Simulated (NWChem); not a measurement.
Molecule: C$_{4}$H$_{3}$F; SMILES FC(=C)C#C

All runs: NWChem. Pople sets run with spherical d functions. All runs use the structure optimised with PBE-D3(BJ)/def2-SVP. Lowest singlet excitation in solution, TDDFT at PBE0/6-31G* with SMD, three treatments of the solvent's response.

Q: What does the run give for solvent acetonitrile? Quantities: ground-state reaction field (eV); corrected reaction field (eV); vertical excitation model (eV).

A: 
- ground-state reaction field (eV): 5.67
- corrected reaction field (eV): 5.65
- vertical excitation model (eV): 5.50
